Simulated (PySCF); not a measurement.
PySCF input (BP86/6-31G* with LANL2DZ past Ar (5d)):

```python
from pyscf import gto, dft

mol = gto.M(
    atom='''
    F    -0.76259500    1.64911800   -0.49284200
    C    -0.68044400    0.76889700    0.52664300
    Cl   -2.01199800   -0.57034200    0.01137400
    Br    1.29000000   -0.27884700    0.03092500
    ''',
    basis={'default': '6-31g*', 'Br': 'lanl2dz'},
    ecp={'Br': 'lanl2dz'},
    charge=-1,
    spin=0,
    verbose=4,
)

mf = dft.RKS(mol, xc='bp86')
mf.grids.level = 3
mf.conv_tol = 1e-9
mf.max_cycle = 100
mf.max_memory = 1500
mf.kernel()
if not mf.converged:
    mf = mf.newton()
    mf.kernel(mf.make_rdm1())
mf.dip_moment()
```

Output:

```
PySCF version 2.14.0

[INPUT] verbose = 4
[INPUT] num. atoms = 4
[INPUT] num. electrons = 40
[INPUT] charge = -1
[INPUT] spin (= nelec alpha-beta = 2S) = 0
[INPUT] symmetry False subgroup None
[INPUT] Mole.unit = angstrom
[INPUT] Symbol           X                Y                Z      unit          X                Y                Z       unit  Magmom
[INPUT]  1 F     -0.762595000000   1.649118000000  -0.492842000000 AA   -1.441095693963   3.116381367090  -0.931336402683 Bohr   0.0
[INPUT]  2 C     -0.680444000000   0.768897000000   0.526643000000 AA   -1.285852803104   1.453004748000   0.995211035419 Bohr   0.0
[INPUT]  3 Cl    -2.011998000000  -0.570342000000   0.011374000000 AA   -3.802125183173  -1.077790177337   0.021493744941 Bohr   0.0
[INPUT]  4 Br     1.290000000000  -0.278847000000   0.030925000000 AA    2.437746700689  -0.526944460657   0.058439780402 Bohr   0.0

nuclear repulsion = 120.290480434487
number of shells = 24
number of NR pGTOs = 117
number of NR cGTOs = 54
basis = {'default': '6-31g*', 'Br': 'lanl2dz'}
ecp = {'Br': 'lanl2dz'}

******** <class 'pyscf.dft.rks.RKS'> ********
method = RKS
initial guess = minao
damping factor = 0
level_shift factor = 0
DIIS = <class 'pyscf.scf.diis.CDIIS'>
diis_start_cycle = 1
diis_space = 8
diis_damp = 0
SCF conv_tol = 1e-09
SCF conv_tol_grad = None
SCF max_cycles = 100
direct_scf = True
direct_scf_tol = 1e-13
XC library pyscf.dft.libxc version 7.1.2
    S. Lehtola, C. Steigemann, M. J. T. Oliveira, and M. A. L. Marques,  SoftwareX 7, 1–5 (2018)
XC functionals = bp86
    A. D. Becke,  Phys. Rev. A 38, 3098 (1988)
    J. P. Perdew,  Phys. Rev. B 33, 8822 (1986)
    J. P. Perdew,  Phys. Rev. B 34, 7406–7406 (1986)
radial grids:
    Treutler-Ahlrichs [JCP 102, 346 (1995); DOI:10.1063/1.469408] (M4) radial grids

becke partition: Becke, JCP 88, 2547 (1988); DOI:10.1063/1.454033
pruning grids: <function nwchem_prune>
grids dens level: 3
symmetrized grids: False
atomic radii adjust function: <function treutler_atomic_radii_adjust>
small_rho_cutoff = 0
Set gradient conv threshold to 3.16228e-05
Initial guess from minao.
tot grids = 67688
init E= -600.651608149196
  HOMO = -0.00457243286127101  LUMO = 0.010238217853888  gap/eV = 0.40302
cycle= 1 E= -608.735015945412  delta_E= -8.08  |g|= 2.27  |ddm|= 5.23
  HOMO = 0.359534593241069  LUMO = 0.368120536492742  gap/eV = 0.23364
cycle= 2 E= -596.90814149253  delta_E= 11.8  |g|= 4.17  |ddm|= 16.6
  HOMO = 0.022546983108569  LUMO = 0.15492137824765  gap/eV = 3.60209
cycle= 3 E= -610.925539068689  delta_E=  -14  |g|=  1.3  |ddm|= 15.8
  HOMO = 0.00469522540568096  LUMO = 0.067477600622226  gap/eV = 1.70840
cycle= 4 E= -610.817477041851  delta_E= 0.108  |g|=  1.4  |ddm|=  2.5
  HOMO = 0.0365462103293951  LUMO = 0.138492132901355  gap/eV = 2.77409
cycle= 5 E= -611.291460971712  delta_E= -0.474  |g|= 0.399  |ddm|= 1.13
  HOMO = -0.00633023986353692  LUMO = 0.103742877194229  gap/eV = 2.99524
cycle= 6 E= -611.336797611584  delta_E= -0.0453  |g|= 0.28  |ddm|= 0.78
  HOMO = 0.000471879301958467  LUMO = 0.114413263153871  gap/eV = 3.10050
cycle= 7 E= -611.359605458888  delta_E= -0.0228  |g|= 0.114  |ddm|= 0.417
  HOMO = 0.00564794376877487  LUMO = 0.121220258422927  gap/eV = 3.14488
cycle= 8 E= -611.362296645148  delta_E= -0.00269  |g|= 0.0402  |ddm|= 0.141
  HOMO = 0.00590995768033409  LUMO = 0.120630410822525  gap/eV = 3.12170
cycle= 9 E= -611.362973576722  delta_E= -0.000677  |g|= 0.00761  |ddm|= 0.083
  HOMO = 0.00557595422355206  LUMO = 0.120729293772186  gap/eV = 3.13348
cycle= 10 E= -611.362992850502  delta_E= -1.93e-05  |g|= 0.00132  |ddm|= 0.0125
  HOMO = 0.00552998434149288  LUMO = 0.120631763277416  gap/eV = 3.13208
cycle= 11 E= -611.362993650789  delta_E= -8e-07  |g|= 0.000242  |ddm|= 0.00251
  HOMO = 0.00554246906007094  LUMO = 0.120643110448619  gap/eV = 3.13205
cycle= 12 E= -611.362993658778  delta_E= -7.99e-09  |g|= 0.000175  |ddm|= 0.000401
  HOMO = 0.00554894415094154  LUMO = 0.120653526936824  gap/eV = 3.13216
cycle= 13 E= -611.362993666766  delta_E= -7.99e-09  |g|= 9.95e-06  |ddm|= 0.0002
  HOMO = 0.00554850129298146  LUMO = 0.120653351633347  gap/eV = 3.13216
cycle= 14 E= -611.362993666806  delta_E= -3.91e-11  |g|= 2.99e-06  |ddm|= 1.96e-05
  HOMO = 0.00554831306553538  LUMO = 0.120653070967535  gap/eV = 3.13216
Extra cycle  E= -611.362993666803  delta_E= 2.96e-12  |g|= 3.96e-06  |ddm|= 1.19e-05
converged SCF energy = -611.362993666803

WARN: System has nonzero charge -1; the dipole moment is origin-dependent.
Location of origin: [0. 0. 0.]

Dipole moment(X, Y, Z, Debye):  0.94509,  0.75806, -0.84508
```

The dipole moment of an ion depends on the origin.

The geometry given is a B3LYP-D3(BJ)/def2-TZVP minimum.
